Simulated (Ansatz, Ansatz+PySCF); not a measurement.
```xyz
4

O     0.0000    0.0000    0.0000
O     0.0000    0.0000    1.2100
O     0.0000    0.0000    6.0000
O     0.0000    0.0000    7.2100
```

Basis set: def2-SVP (spherical functions). Charge 0, multiplicity 1.

Computed with Ansatz (development build ahead of 0.2.0); each method stands on the lowest determinant of its kind that the runs found.

(1) Give the atomization energy at this shape (free ground-state atoms in the same class of orbitals less the molecule, no zero-point energy) of singlet O4 in separate pieces by PBE0 (unrestricted), UHF.

Answers

(1)

```
             method  atomization energy
PBE0 (unrestricted)       1059.5 kJ/mol
                UHF        260.9 kJ/mol
```

Caution: the unrestricted determinant is a mixture of spin states.
